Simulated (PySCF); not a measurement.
# Optical rotation: SMILES C[C@@H]1C[C@H]2C=C[C@@H]12, C₇H₁₀

Molfile (atoms numbered from 1):
```
C7H10
     RDKit          3D

 17 18  0  0  0  0  0  0  0  0999 V2000
    2.0401   -0.0732   -0.6594 C   0  0  0  0  0  0  0  0  0  0  0  0
    0.5232   -0.0151   -0.6842 C   0  0  2  0  0  0  0  0  0  0  0  0
   -0.0798    1.2638   -0.0765 C   0  0  0  0  0  0  0  0  0  0  0  0
   -0.7630    0.4314    1.0309 C   0  0  1  0  0  0  0  0  0  0  0  0
   -2.0952   -0.1286    0.6223 C   0  0  0  0  0  0  0  0  0  0  0  0
   -1.5773   -1.2391    0.1004 C   0  0  0  0  0  0  0  0  0  0  0  0
   -0.1607   -0.8611    0.4217 C   0  0  1  0  0  0  0  0  0  0  0  0
    2.4590    0.6626   -1.3434 H   0  0  0  0  0  0  0  0  0  0  0  0
    2.3893   -1.0597   -0.9587 H   0  0  0  0  0  0  0  0  0  0  0  0
    2.4115    0.1347    0.3419 H   0  0  0  0  0  0  0  0  0  0  0  0
    0.1596   -0.2470   -1.6874 H   0  0  0  0  0  0  0  0  0  0  0  0
   -0.7656    1.8125   -0.7189 H   0  0  0  0  0  0  0  0  0  0  0  0
    0.6737    1.9475    0.3085 H   0  0  0  0  0  0  0  0  0  0  0  0
   -0.6151    0.7461    2.0591 H   0  0  0  0  0  0  0  0  0  0  0  0
   -3.0878    0.2803    0.6891 H   0  0  0  0  0  0  0  0  0  0  0  0
   -1.9850   -2.0847   -0.4240 H   0  0  0  0  0  0  0  0  0  0  0  0
    0.4661   -1.5584    0.9685 H   0  0  0  0  0  0  0  0  0  0  0  0
  1  2  1  0
  2  3  1  0
  3  4  1  0
  4  5  1  0
  5  6  2  0
  6  7  1  0
  7  2  1  0
  7  4  1  0
  1  8  1  0
  1  9  1  0
  1 10  1  0
  2 11  1  6
  3 12  1  0
  3 13  1  0
  4 14  1  1
  5 15  1  0
  6 16  1  0
  7 17  1  1
M  END
```

Computed, not measured: TDDFT PBE0/def2-SVPD circular dichroism and optical rotation, one conformer, gas phase (PySCF). Geometry: GFN2-xTB.

States above about 7.1 eV lie in this functional's continuum (it starts at minus the energy of the highest occupied orbital, well below the true ionisation energy for most functionals) and depend on the basis.

Stereocentres: C2 R, C4 S, C7 R.

(1) Give the optical rotatory dispersion at 633, 589.3, 546, 436, 405, 365, 355 nm.

(2) And for the mirror image at 589.3 nm?

(3) What is the molar rotation [Φ] = [α]·M/100 of the geometry above at 589.3 nm?

Results:

(1) [α] in deg dm⁻¹ (g/mL)⁻¹:
| λ (nm) | origin-invariant length gauge | modified velocity gauge | length gauge (centre of mass) | isotropic polarisability (au) |
| --- | --- | --- | --- | --- |
| 633 | -55.2 | -54.9 | -55.2 | 77.2 |
| 589.3 | -64.6 | -64.2 | -64.6 | 77.5 |
| 546 | -76.6 | -76.1 | -76.6 | 77.9 |
| 436 | -129.1 | -128.2 | -129.1 | 79.3 |
| 405 | -154.6 | -153.5 | -154.7 | 79.9 |
| 365 | -201.9 | -200.2 | -202.0 | 81.0 |
| 355 | -217.5 | -215.6 | -217.6 | 81.4 |

(2) +64.6 deg dm⁻¹ (g/mL)⁻¹ (origin-invariant length gauge): the same size and the opposite sign.

(3) With M = 94.16 g/mol, -60.8 deg cm² dmol⁻¹ (origin-invariant length gauge).

The first excitation lies at 6.52 eV (190 nm) with R = -10.8 × 10⁻⁴⁰ esu² cm² (velocity form).
